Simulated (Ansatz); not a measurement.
Reaction (formal hydrolysis of the Si–O bond): `CO[SiH2][O][GeH3]` + H₂O → `O[SiH2][O][GeH3]` + CH₃OH

Computed with Ansatz on PBE0-D4/def2-TZVP structures; ΔE is electronic, products minus reactants. CCSD(T)/CBS is the MP2 limit (def2-TZVPP, def2-QZVPP) plus CCSD(T) − MP2 in def2-TZVPP, frozen cores. This one scheme is used for every species. DFT in def2-TZVPP. B3LYP here is the variant with VWN-RPA as its local correlation; programs differ in this. For Ge outer-core shells are correlated without core-valence functions, which leaves a few kJ/mol of doubt a bond. Scalar relativity is left out up to krypton. One conformer a species, not always the lowest.

| species | B3LYP-D4 energy (Eh) |
| --- | --- |
| `CO[SiH2][O][GeH3]` | -2560.13838 |
| H₂O | -76.46698 |
| `O[SiH2][O][GeH3]` | -2520.82451 |
| CH₃OH | -115.78095 |

Problem. Work out ΔE.

Solution. ΔE = (-2520.82451) + (-115.78095) − (-2560.13838) − (-76.46698) = -0.00010 Eh = -0.3 kJ/mol. CCSD(T)/CBS gives +1.0 kJ/mol.

Largest T1 diagnostic among the species: 0.012.

The D4 term adds +6.1 kJ/mol with B3LYP and +3.6 kJ/mol with PBE0; it sums over pairs of atoms, weighted by their polarisabilities, and B3LYP, whose exchange is more repulsive, gets the larger term. In def2-TZVPP, CCSD(T) changes the Hartree–Fock value by +3.5 kJ/mol (the triples alone add +0.5 kJ/mol) and MP2 by +4.2 kJ/mol.
